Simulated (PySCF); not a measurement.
Computed vibrations of [CeBr2]2+

[CeBr2]2+ (singlet). PySCF 2.14.0, RKS PBE0, Ce lcecp-2-SVP with ECP46, Br def2-SVP; non-relativistic Hamiltonian with scalar-relativistic core potentials where named; density fitting; no spin-orbit coupling. Central differences of gradients.

```xyz
3

Ce    0.0000    0.0000   -0.8391
Br    1.9162    0.0000    0.7438
Br   -1.9162    0.0000    0.7438
```

Run from Python with OMP_NUM_THREADS=2. Where DIIS fails, smearing, a level shift and second-order steps follow.
It took 37 s on 2 threads of Intel(R) Xeon(R) Platinum 8259CL CPU @ 2.50GHz (Skylake/Cascade Lake), with other jobs on the host.

Problem. What are the harmonic wavenumbers and infrared intensities?

Solution. Modes are labelled in C2v; negative numbers are unstable modes, those under 60 cm⁻¹ near the noise; a finer grid moves soft modes by up to 10 cm⁻¹.
| cm⁻¹ | km/mol | symmetry |
| --- | --- | --- |
| 88 | 1.9 | a1 |
| 318 | 13.8 | a1 |
| 322 | 55.3 | b2 |

Problem. Is this a minimum?

Solution. Yes. Ideal gas at 298.15 K and 1 bar: S = 325.0 J/(mol K), Cp = 55.1 J/(mol K), H − H(0 K) = 14.0 kJ/mol (rigid rotor, harmonic modes, spin degeneracy alone).
